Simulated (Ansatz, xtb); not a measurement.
## Two isomers of ClFH3Si2

Structure X: `F[Si]([SiH3])Cl`, a doublet. Structure Y: `F[Si@H]([SiH2])Cl`, a doublet. Both are isolated molecules in the gas phase, relaxed with PBE0-D3(BJ)/def2-SVP; the shapes shown needn't be the lowest conformers.

X (Å):

```xyz
7

Cl    1.9881    0.2271    0.8001
F    -0.4998    1.4227   -0.3442
Si    0.0229   -0.0268    0.1877
Si    0.0344   -1.5440   -1.6227
H    -1.3633   -1.7270   -2.1129
H     0.9054   -1.0314   -2.7232
H     0.5668   -2.8368   -1.1010
```

Y (Å):

```xyz
7

Cl    1.8140    2.4569   -0.8867
F    -0.9311    3.5143   -0.2867
Si   -0.2104    2.1212   -0.7016
Si   -0.4946    0.6037    1.0310
H    -0.7371    1.7508   -2.0426
H    -1.9096    0.2003    1.2915
H     0.3993   -0.5864    0.9112
```

Energies in hartree; the thermal terms are from PBE0-D3(BJ)/def2-SVP harmonic frequencies (ideal gas, rigid rotor, one conformer each, 298.15 K, 1 atm) and include the zero-point energy:

```
                               X            Y
E, CCSD(T)/def2-SVP  −1138.753762  −1138.757969
    E, MP2/def2-SVP  −1138.696862  −1138.701793
  E, MP2/def2-TZVPP  −1139.364703  −1139.368637
  zero-point energy      0.029348      0.029139
       H(298 K) − E      0.036864      0.036561
       G(298 K) − E     −0.002777     −0.002656
```

Question: Correct the CCSD(T) difference for the basis set by the MP2 change, then work out ΔE, ΔE₀, ΔH and ΔG for X → Y in kcal/mol (1 Eh = 627.51 kcal/mol) and the equilibrium ratio [Y]/[X].

Answer: 1. Differences Y − X: CCSD(T) −0.004207, MP2 in the small set −0.004931, MP2 in the large set −0.003934 Eh.
2. ΔE = −0.004207 + (−0.003934 − (−0.004931)) = −0.003210 Eh = −2.01 kcal/mol.
3. ΔE₀ = ΔE + ΔZPE = −0.003210 + (−0.000209) Eh = −2.15 kcal/mol.
4. ΔH = ΔE + (−0.000303) Eh = −2.20 kcal/mol.
5. ΔG = ΔE + (+0.000121) Eh = −1.94 kcal/mol, so ΔS = (ΔH − ΔG)/T = −3.7 J/(mol K).
6. kT = 0.9442 mEh, so K = [Y]/[X] = exp(−ΔG/kT) = exp(+3.27) ≈ 26.

Structure Y is favoured at this temperature. An error of 1 kcal/mol in ΔG would change K by a factor of 5.4. HF/STO-3G gave ΔE the other sign. Mirror images and further conformers aren't counted.

As drawn, both hold the same kinds of bond in the same numbers.

Other levels gave ΔE = −0.6 (GFN2-xTB); +9.9 (HF/STO-3G, GFN2-xTB geometries); −1.3 (r2SCAN-D4/def2-SVP, GFN2-xTB geometries); −1.0 (PBE0-D3(BJ)/def2-SVP); −3.6 (HF/def2-SVP); −3.1 (MP2/def2-SVP); −2.6 (CCSD(T)/def2-SVP) kcal/mol. Open shells are spin-unrestricted. The correlated steps freeze 16 core orbitals. Programs: Ansatz 0.2.0, xtb 6.7.1.
